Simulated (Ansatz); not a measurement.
BGeH$_{5}$OSi (`[GeH3][SiH]1BO1`), 9 atoms. Total charge 0; spin multiplicity 1. Correlated methods include outer-core shells of Ge, which these sets cover unevenly. Scalar relativity is left out up to krypton. All runs use 4 threads of a server CPU on a shared host. Correlated methods freeze the cores.

(1) How many basis functions does each run have, and how long does it take in Ansatz? RKS revPBE-D4/def2-TZVPP energy; RKS B3LYP-D4/def2-TZVPP energy and forces; RKS PBE0-D4/def2-TZVP relaxation (15 steps); RHF-CCSD(T)/def2-SVP energy; RHF-CCSD(T)/def2-TZVPP energy; RKS PBE0-D4/def2-SVP energy; RKS ωB97M-V/def2-QZVPP energy; RKS PBE0-D4/def2-QZVPP energy; RKS ωB97M-V/def2-SVP energy; RKS PBE0-D4/def2-TZVPP energy; RHF-MP2/def2-QZVPP energy; RKS PBE-QIDH (frozen core)/def2-TZVPP energy. (Estimate.)

## Answers

(1) Computed: Other jobs shared the machine, so times are rough.

| level | job | functions | wall time | peak host memory (GiB) |
| --- | --- | --- | --- | --- |
| RKS PBE0-D4/def2-SVP | energy | 103 | 1.9 s | 0.21 |
| RKS revPBE-D4/def2-TZVPP | energy | 222 | 2.8 s | 0.28 |
| RKS PBE0-D4/def2-TZVPP | energy | 222 | 4 s | 0.55 |
| RKS B3LYP-D4/def2-TZVPP | energy and forces | 222 | 6.5 s | 0.6 |
| RHF-CCSD(T)/def2-SVP | energy | 103 | 7 s | 0.41 |
| RKS PBE-QIDH (frozen core)/def2-TZVPP | energy | 222 | 8 s | 0.54 |
| RKS ωB97M-V/def2-SVP | energy | 103 | 8 s | 0.32 |
| RKS PBE0-D4/def2-QZVPP | energy | 423 | 12 s | 1.5 |
| RHF-MP2/def2-QZVPP | energy | 423 | 29 s | 2.1 |
| RKS ωB97M-V/def2-QZVPP | energy | 423 | 30 s | 1.8 |
| RKS PBE0-D4/def2-TZVP | relaxation (15 steps) | 177 | 70 s | 0.46 |
| RHF-CCSD(T)/def2-TZVPP | energy | 222 | 2.4 min | 3.4 |

B3LYP here is the variant with VWN-RPA as its local correlation; programs differ in this.
